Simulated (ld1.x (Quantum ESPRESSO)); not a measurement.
## lithium: excitation energies, all-electron against TM

```
Element                 : Li
Generator               : ld1.x (Quantum ESPRESSO) 7.5
Type                    : norm-conserving Troullier–Martins (Kleinman–Bylander form)
Functional              : LDA (PZ)
Relativity              : scalar-relativistic
Frozen core             : none
Valence charge          : 3
Reference configuration : 1s2 2s0.75 2p0.25
Partial waves           : 1s (bound): rc 0.70 bohr; 2p (bound): rc 4.20 bohr; 3d channel at -0.2 Ry: rc 4.35 bohr
Local potential         : the d channel
Core correction         : none
```

Occupied shells without a wave of their own: 2s. They enter only through the test configuration that unscreens the potential.

Energies are relative to the spin-unpolarised reference configuration 1s2 2s0.75 2p0.25; without spin polarisation the order of configurations can differ from experiment. Spin-polarised rows fill each open shell by Hund’s rule, majority spin first. Not all tests gave a result: 1 of 7 tests not solved or not reliable.

Q: Give the all-electron excitation energy and the error of the potential for: 1s2 2s0 2p0; 1s2 2s0.5 2p0; 1s1 2s1 2p0; 1s2 2s0 2p1; 1s2 2s0.75 2p0.25 (spin-polarised); 1s2 2s1 2p0 (spin-polarised).

A:

```
             valence configuration  charge  ΔE all-electron (eV)  error AE − PS (meV)
                       1s2 2s0 2p0      +1                 4.802                 +393
                     1s2 2s0.5 2p0    +0.5                 1.607                 +101
                       1s1 2s1 2p0      +1                66.940                 -733
                       1s2 2s0 2p1       0                 1.317                 +247
1s2 2s0.75 2p0.25 (spin-polarised)       0                -0.215                  -11
      1s2 2s1 2p0 (spin-polarised)       0                -0.670                  -96
```

Levels in the configuration 1s2 2s0 2p1:

```tsv
level	all-electron (eV)	pseudo (eV)
1s	-52.543	-52.098
2p	-1.583	-1.483
```

The 2s level has no wave, so the channel is fitted at the deeper level alone: the likely source of the large errors.

The potential misses its own reference levels by up to 0.3 eV.
